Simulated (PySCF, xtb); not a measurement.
cyclohexanone (C6H10O), SMILES O=C1CCCCC1. One conformer was computed; it need not be the lowest.

Harmonic wavenumbers (cm⁻¹) from GFN2-xTB (xtb) at its own minimum, in rising order: 85, 176, 300, 395, 399, 487, 490, 663, 799, 802, 889, 905, 925, 968, 982, 1049, 1079, 1103, 1121, 1138, 1200, 1213, 1235, 1240, 1296, 1311, 1333, 1345, 1353, 1455, 1463, 1488, 1488, 1501, 1780, 2960, 2964, 2966, 2973, 2978, 2986, 2988, 2992, 3002, 3003.

### Question
What does ωB97X-D3(BJ)/def2-SVP run with PySCF 2.14.0 give at its own minimum? (The exact figures need the calculation; the answer reports its results.)

### Answer
95, 186, 314, 410, 415, 483, 502, 667, 769, 775, 867, 881, 911, 937, 1017, 1046, 1065, 1097, 1142, 1176, 1247, 1247, 1284, 1289, 1361, 1365, 1375, 1394, 1407, 1447, 1454, 1474, 1476, 1492, 1885, 3059, 3062, 3067, 3069, 3070, 3126, 3129, 3132, 3159, 3161. Paired by order, the mean absolute difference is 48 cm⁻¹ and the zero-point energies are 93.3 and 95.8 kcal/mol.
